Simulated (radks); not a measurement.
The mean radii <r> (bohr) of the occupied orbitals of an atom or ion are listed with their occupations. All-electron calculation, Dirac Kohn-Sham, RPBE, spin-unpolarised, spherical densities, finite nucleus; Fermi nuclear charge, rms radius of each element as measured or else 0.836 A^(1/3) + 0.57 fm. Program: a radial shooting solver on a logarithmic mesh with Libxc functionals.

| orbital | occ. | <r> |
|---|---|---|
| 1s1/2 | 2 | 0.04407 |
| 2s1/2 | 2 | 0.1956 |
| 2p1/2 | 2 | 0.1685 |
| 2p3/2 | 4 | 0.1723 |
| 3s1/2 | 2 | 0.5737 |
| 3p1/2 | 2 | 0.5823 |
| 3p3/2 | 4 | 0.5928 |
| 3d3/2 | 4 | 0.6278 |
| 3d5/2 | 6 | 0.6322 |
| 4s1/2 | 2 | 1.799 |
| 4p1/2 | 2 | 2.274 |
| 4p3/2 | 2 | 2.326 |

Name the element and its charge. Open shells, if any, fill j = l - 1/2 first.

Answer. Z = 34, selenium, charge 0: Se in [Ar] 3d10 4s2 4p4. The 1s radius gives Z: for a bare nucleus <r> = (2 gamma + 1)/(2Z) with gamma = sqrt(1 - (Z/c)^2), 0.0432 bohr for Z = 34, and screening makes it slightly larger (0.04407 here). The occupations add up to 34, and the charge is Z minus that.
